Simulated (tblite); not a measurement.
C4H7BF2O3.
Bonds: C1–O2, O2–C3, C3–O4 (double), C3–C5, C5–C6, C6–O7, O7–B8, B8–F9, B8–F10. Hydrogens: H11, H12, H13 on C1; H14, H15 on C5; H16, H17 on C6.

Computed with GFN2-xTB (tblite), gas phase: L-BFGS steps from a force-field or distance-geometry start until the largest atomic force falls under 0.01 eV/Å.

Step 65: E = -957.4652 eV
```
atom  x, y, z in Å  |  force x, y, z in eV/Å
C1      3.3499   -0.4853   -0.0417    0.018   0.018  -0.020
O2      2.1024   -0.2860    0.6134    0.000   0.030   0.028
C3      1.1492    0.3415   -0.0763   -0.025  -0.047   0.004
O4      1.2687    0.7100   -1.2129   -0.005  -0.015   0.013
C5     -0.0914    0.5286    0.7774    0.009   0.019   0.026
C6     -1.3520    0.1266    0.0132    0.032   0.013   0.003
O7     -2.4991    0.5615    0.7323    0.019   0.018   0.010
B8     -3.6112   -0.1277    0.8723    0.020  -0.019   0.007
F9     -4.6165    0.3722    1.5644    0.022   0.006  -0.015
F10    -3.8071   -1.3395    0.3632   -0.014  -0.015   0.008
H11     3.7387    0.4619   -0.4146    0.004   0.069  -0.007
H12     4.0205   -0.9048    0.7025    0.000  -0.022   0.017
H13     3.2376   -1.1671   -0.8848   -0.045  -0.050  -0.016
H14     0.0147   -0.0396    1.7000   -0.010  -0.018   0.007
H15    -0.1697    1.5890    1.0245   -0.001   0.026   0.020
H16    -1.3574    0.6277   -0.9593    0.003  -0.012  -0.041
H17    -1.3842   -0.9569   -0.1341   -0.026   0.000  -0.043
```

Step 66: E = -957.4659 eV
```
atom  x, y, z in Å  |  force x, y, z in eV/Å
C1      3.3498   -0.4830   -0.0395    0.025   0.013  -0.020
O2      2.1031   -0.2822    0.6180    0.033   0.015   0.015
C3      1.1477    0.3364   -0.0768    0.000  -0.047   0.005
O4      1.2689    0.6974   -1.2156   -0.023  -0.012   0.001
C5     -0.0927    0.5264    0.7752    0.023   0.013   0.028
C6     -1.3545    0.1317    0.0111    0.013   0.014   0.007
O7     -2.4999    0.5679    0.7331    0.010   0.019  -0.001
B8     -3.6092   -0.1266    0.8746    0.049  -0.029  -0.013
F9     -4.6184    0.3672    1.5638    0.008   0.016  -0.001
F10    -3.7951   -1.3407    0.3666   -0.025  -0.015   0.012
H11     3.7393    0.4645   -0.4131   -0.007   0.048  -0.001
H12     4.0235   -0.9041    0.7020   -0.025  -0.011   0.009
H13     3.2341   -1.1649   -0.8830   -0.041  -0.032   0.000
H14     0.0100   -0.0461    1.6954   -0.007  -0.012   0.017
H15    -0.1624    1.5864    1.0257   -0.017   0.033   0.025
H16    -1.3599    0.6331   -0.9614    0.001  -0.007  -0.031
H17    -1.3913   -0.9514   -0.1366   -0.019  -0.007  -0.051
```

Step 67: E = -957.4665 eV
```
atom  x, y, z in Å  |  force x, y, z in eV/Å
C1      3.3506   -0.4810   -0.0380    0.015   0.005  -0.017
O2      2.1042   -0.2788    0.6220    0.055   0.005  -0.005
C3      1.1467    0.3317   -0.0773    0.026  -0.030   0.008
O4      1.2691    0.6873   -1.2176   -0.037  -0.018  -0.001
C5     -0.0935    0.5250    0.7736    0.022   0.004   0.020
C6     -1.3561    0.1357    0.0086   -0.010   0.013   0.002
O7     -2.5003    0.5725    0.7340    0.024   0.013  -0.025
B8     -3.6069   -0.1260    0.8766    0.035  -0.030  -0.010
F9     -4.6186    0.3638    1.5653    0.017   0.013  -0.005
F10    -3.7873   -1.3416    0.3695   -0.027  -0.008   0.016
H11     3.7400    0.4675   -0.4118   -0.014   0.016   0.006
H12     4.0254   -0.9038    0.7027   -0.042   0.002  -0.009
H13     3.2309   -1.1637   -0.8816   -0.029  -0.003   0.024
H14     0.0052   -0.0516    1.6917   -0.001  -0.002   0.023
H15    -0.1575    1.5850    1.0269   -0.024   0.022   0.025
H16    -1.3623    0.6371   -0.9646    0.002  -0.006  -0.003
H17    -1.3967   -0.9474   -0.1405   -0.011   0.003  -0.050
```

Step 68: E = -957.4670 eV
```
atom  x, y, z in Å  |  force x, y, z in eV/Å
C1      3.3500   -0.4798   -0.0396    0.008   0.002  -0.010
O2      2.1061   -0.2759    0.6252    0.054  -0.004  -0.010
C3      1.1463    0.3293   -0.0754    0.030  -0.001   0.018
O4      1.2679    0.6818   -1.2168   -0.043  -0.024  -0.006
C5     -0.0932    0.5254    0.7758    0.014  -0.008   0.012
C6     -1.3556    0.1380    0.0093   -0.013   0.005  -0.005
O7     -2.4996    0.5763    0.7339    0.008  -0.003  -0.033
B8     -3.6043   -0.1260    0.8755    0.033  -0.017  -0.012
F9     -4.6200    0.3628    1.5587    0.011   0.015   0.004
F10    -3.7803   -1.3432    0.3710   -0.021  -0.007   0.016
H11     3.7384    0.4694   -0.4143   -0.015  -0.012   0.006
H12     4.0259   -0.9041    0.6995   -0.038   0.009  -0.016
H13     3.2243   -1.1640   -0.8818   -0.017   0.017   0.030
H14     0.0024   -0.0544    1.6924    0.005   0.009   0.024
H15    -0.1551    1.5854    1.0313   -0.024   0.004   0.018
H16    -1.3616    0.6364   -0.9658    0.008   0.005   0.010
H17    -1.3987   -0.9454   -0.1394   -0.001   0.009  -0.044
```

Task: Estimate the geometry and energy of step 69. (The exact step hangs on the optimiser's Hessian estimate; all steps are aligned on step 68, rigid shifts and turns removed.)

Result: E = -957.4675 eV, largest force 0.058 eV/Å
```
atom  x, y, z in Å  |  force x, y, z in eV/Å
C1      3.3518   -0.4779   -0.0376   -0.007  -0.002  -0.002
O2      2.1075   -0.2743    0.6267    0.033   0.003  -0.017
C3      1.1461    0.3249   -0.0771    0.031   0.023   0.014
O4      1.2669    0.6725   -1.2203   -0.043  -0.036   0.013
C5     -0.0934    0.5246    0.7735   -0.001  -0.014   0.000
C6     -1.3568    0.1413    0.0054   -0.010  -0.003  -0.013
O7     -2.4990    0.5779    0.7342    0.004  -0.018  -0.044
B8     -3.6017   -0.1270    0.8792    0.003   0.005  -0.003
F9     -4.6167    0.3615    1.5650    0.031   0.005  -0.005
F10    -3.7799   -1.3437    0.3743   -0.012  -0.005   0.017
H11     3.7396    0.4727   -0.4102   -0.011  -0.029   0.001
H12     4.0249   -0.9033    0.7030   -0.023   0.010  -0.021
H13     3.2249   -1.1627   -0.8795   -0.004   0.030   0.029
H14    -0.0019   -0.0586    1.6886    0.010   0.020   0.019
H15    -0.1525    1.5849    1.0321   -0.020  -0.026   0.007
H16    -1.3652    0.6412   -0.9695    0.015   0.012   0.034
H17    -1.4016   -0.9420   -0.1484    0.005   0.025  -0.030
```

The energy changes by -0.0005 eV. The first-order estimate −F·Δx gives -0.0007 eV and the mean of the old and new forces, exact on a quadratic surface, -0.0005 eV. The step makes an angle of 77° with the force vector and moves no atom by more than 0.010 Å.

What follows is the cost of the whole relaxation. Hardware: one thread, Arm Neoverse V1 (aarch64), no GPU, shared host. Cost: 0.86 s of wall time.
